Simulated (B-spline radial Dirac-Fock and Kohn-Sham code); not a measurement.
## Subshell cross sections of Pt⁶⁺, photon energy 427 eV

System: the Pt⁶⁺ ion, 1s2 2s2 2p6 3s2 3p6 3d10 4s2 4p6 4d10 4f14 5s2 5p6 5d4.

Calculated with a B-spline atomic structure program, using independent-particle photoionisation in a Dirac-Hartree-Slater potential with a Latter tail, all multipoles, thresholds from Dirac-Fock ΔSCF. The asymmetry parameter β is from the dipole term alone. Kinetic energies are from the vacuum level. Open shells are spread statistically over j, without multiplet splitting.

```
subshell  electrons  binding (eV)  kinetic (eV)  σ (kb)      β
   4d5/2          6         417.5          9.54     274  -0.60
   4f5/2          6         172.6         254.4    1730   0.50
   4f7/2          8         169.3         257.7       ?      ?
      5s          2         202.6         224.4    38.1   1.75
   5p1/2          2         161.7         265.3    25.1   0.55
   5p3/2          4         145.5         281.5    86.6   0.72
   5d3/2        1.6         91.34         335.7    21.9   0.15
   5d5/2        2.4         89.38         337.6    35.3   0.45
```

Problem. What are σ and β for 4f7/2?

Solution. σ = 2280 kb, the largest of all subshells and 51 % of the total, and β = 0.53.

Run: 9.1 s of CPU time on 1 thread of Neoverse-N1 (shared host), peak memory 0.40 GiB.
